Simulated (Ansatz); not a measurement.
Reaction (cleavage of the Sn–Al bond): `[SiH3][AlH][SnH3]` + NH₃ → `[NH2][SnH3]` + `[AlH2][SiH3]`

Program: Ansatz. Geometries: PBE0-D4/def2-TZVP. ΔE: electronic, gas phase. CBS: MP2 limit from def2 TZ/QZ plus the TZ coupled-cluster correction, frozen cores. This one scheme is used for every species. DFT in def2-TZVPP. B3LYP here is the variant with VWN-RPA as its local correlation; programs differ in this. def2 core potentials past Kr. For Sn outer-core shells are correlated without core-valence functions, which leaves a few kJ/mol of doubt a bond.

| level | ΔE (kJ/mol) | difference from CCSD(T)/CBS |
| --- | --- | --- |
| r2SCAN0-D4 | 69.1 | 5.8 |
| BHLYP-D4 | 62.5 | -0.8 |
| ωB97M-V | 59.2 | -4.1 |
| B2PLYP | 58.6 | -4.7 |
| PBE-QIDH | 66.6 | 3.3 |
| BLYP | 59.2 | -4.1 |
| PBE0 | 71.5 | 8.2 |
| B3LYP | 60.6 | -2.7 |
| r2SCAN0 | 68.4 | 5.1 |
| RPA@PBE/def2-TZVPP | 53.6 | -9.7 |
| MP2/def2-SVP | 55.0 | -8.3 |
| CCSD/def2-SVP | 60.6 | -2.7 |
| CCSD(T)/def2-SVP | 60.6 | -2.7 |
| HF/def2-QZVPP | 49.4 | -13.9 |
| MP2/def2-QZVPP | 60.5 | -2.8 |
| MP2/CBS(def2) | 62.2 | -1.1 |
| CCSD(T)/CBS | 63.3 | 0 |

Largest T1 diagnostic among the species: 0.014.

Leaving LDA and LC-ωPBE aside and taking each functional with its dispersion term where it has one, the values, not all of them listed here, spread over 24.9 kJ/mol, from B97M-V to HSE06-D4. LDA lies +4.1 kJ/mol from PBE without D4. In def2-TZVPP, CCSD(T) changes the Hartree–Fock value by +9.6 kJ/mol (the triples alone add +0.3 kJ/mol) and MP2 by +8.5 kJ/mol.
